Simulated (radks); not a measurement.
Results of a calculation; reference values are marked as such.
All-electron atom: La2+ in [Kr] 4d10 5s1.75 5p6 5d1 6d0.25 (fractional occupations, a model configuration). Level of theory: scalar-relativistic Kohn-Sham, BP86, spin-polarised, spherical densities, point nucleus; open shells are filled with parallel spins first (spin-orbit coupling, left out, can overturn this in heavy ions) (a radial shooting solver on a logarithmic mesh with Libxc functionals).

Unscreened Slater integrals over Kohn-Sham orbitals (cm^-1). They are taken over the spin-up orbitals. Empty in this configuration: 6s.

F0(6d,6d): 30502
F2(6d,6d): 16840
F4(6d,6d): 11635
F0(6d,5d): 38308
F2(6d,5d): 9776.9
F4(6d,5d): 4537.3
G0(6d,5d): 2361.1
G2(6d,5d): 3082.9
G4(6d,5d): 2549.7
F0(6d,5p): 39747
F2(6d,5p): 7605.9
G1(6d,5p): 4717.9
G3(6d,5p): 3258.5
F0(6d,5s): 40211
G2(6d,5s): 3803.2
F0(6d,6s): 36220
G2(6d,6s): 5916.7
F0(5d,5d): 79172
F2(5d,5d): 41832
F4(5d,5d): 27881
F0(5d,5p): 90642
F2(5d,5p): 44300
G1(5d,5p): 51527
G3(5d,5p): 32038
F0(5d,5s): 93931
G2(5d,5s): 32681
F0(5d,6s): 61580
G2(5d,6s): 17031
F0(5p,5p): 111120
F2(5p,5p): 60152
F0(5p,5s): 118240
G1(5p,5s): 79436
F0(5p,6s): 65763
G1(5p,6s): 5968.3
F0(5s,5s): 127410
F0(5s,6s): 66999
G0(5s,6s): 3489.3
F0(6s,6s): 53799

Derived for the open shells (J is the average intra-shell exchange parameter used in DFT+U). 5d: Racah B = F2/49 - 5 F4/441 = 537.6 cm^-1, C = 35 F4/441 = 2213 cm^-1, C/B = 4.12, F4/F2 = 0.666, J = (F2 + F4)/14 = 4979 cm^-1. 6d: Racah B = F2/49 - 5 F4/441 = 211.7 cm^-1, C = 35 F4/441 = 923.4 cm^-1, C/B = 4.36, F4/F2 = 0.691, J = (F2 + F4)/14 = 2034 cm^-1.
